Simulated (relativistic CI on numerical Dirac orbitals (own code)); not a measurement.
## Tm³⁺: 3d photoemission

Computed with this model: Dirac-Coulomb-Breit CI, separate exchange-only KLI orbitals for each configuration, a model potential for QED, valence Slater integrals scaled by 0.9, multiplet model of photoemission in the sudden approximation; configurations [Xe] 4f12 → [Ar] 3d9 4s2 4p6 4d10 4f12 5s2 5p6; 300 K; Lorentzian 0.63 eV and Gaussian 0.7 eV FWHM. Energies are those of the free ion, without screening or charge transfer. The energies are binding energies and can lie tens of eV above those of solids. S is read from ⟨S²⟩ = S(S + 1).

Computed curve for free ion, scaled to 100 at the maximum (points under 2 are left out and the grid is thinned):

```tsv
Energy (eV)	Intensity
1499.8	2.1
1500.2	2.6
1500.6	3.4
1501.0	4.6
1501.4	6.9
1501.8	11.6
1502.1	19.7
1502.5	47.1
1502.9	89.9
1503.3	97.0
1503.7	80.0
1504.1	71.5
1504.5	50.1
1504.9	31.8
1505.3	34.4
1505.7	45.0
1506.1	43.9
1506.5	36.6
1506.8	36.3
1507.2	37.7
1507.6	36.2
1508.0	30.3
1508.4	22.4
1508.8	22.2
1509.2	27.0
1509.6	29.1
1510.0	24.8
1510.4	16.8
1510.8	12.0
1511.2	14.5
1511.5	17.5
1511.9	15.5
1512.3	9.3
1512.7	4.7
1513.1	2.9
1513.5	2.2
1547.2	2.3
1547.6	3.1
1548.0	4.4
1548.4	7.1
1548.8	12.8
1549.2	24.5
1549.5	41.7
1549.9	70.5
1550.3	77.3
1550.7	66.3
1551.1	60.0
1551.5	67.3
1551.9	70.8
1552.3	51.6
1552.7	36.6
1553.1	26.1
1553.5	15.0
1553.9	9.1
1554.2	7.0
1554.6	6.4
1555.0	7.1
1555.4	5.9
1555.8	3.7
1556.2	2.2
```

The ground state has S = 1.00, and the centroid lies at 1523.84 eV.
